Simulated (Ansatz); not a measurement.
Reaction (formal exchange of groups at a C–C bond): `C[CH](S)[SbH2]` + SiH₄ → `[SiH3][CH](S)[SbH2]` + CH₄

Gas-phase electronic energies from Ansatz, PBE0-D4/def2-TZVP geometries. CBS: MP2 limit from def2 TZ/QZ plus the TZ coupled-cluster correction, frozen cores. This one scheme is used for every species. def2 core potentials past Kr. For Sb outer-core shells are correlated without core-valence functions, which leaves a few kJ/mol of doubt a bond. Each species was taken in one conformer, which may not be the lowest.

| species | CCSD(T)/def2-TZVPP energy (Eh) |
| --- | --- |
| `C[CH](S)[SbH2]` | -717.58452 |
| SiH₄ | -291.43564 |
| `[SiH3][CH](S)[SbH2]` | -968.59836 |
| CH₄ | -40.43861 |

**Question.** Work out ΔE.

**Answer.** ΔE = (-968.59836) + (-40.43861) − (-717.58452) − (-291.43564) = -0.01681 Eh = -0.46 eV. CCSD(T)/CBS gives -0.49 eV.

Largest T1 diagnostic among the species: 0.013.

In def2-TZVPP, CCSD(T) changes the Hartree–Fock value by −0.08 eV (the triples alone add −0.02 eV) and MP2 by −0.12 eV. The D4 term adds −0.05 eV with B3LYP and −0.03 eV with PBE0; it sums over pairs of atoms, weighted by their polarisabilities, and B3LYP, whose exchange is more repulsive, gets the larger term.

B3LYP here is the variant with VWN-RPA as its local correlation; programs differ in this.
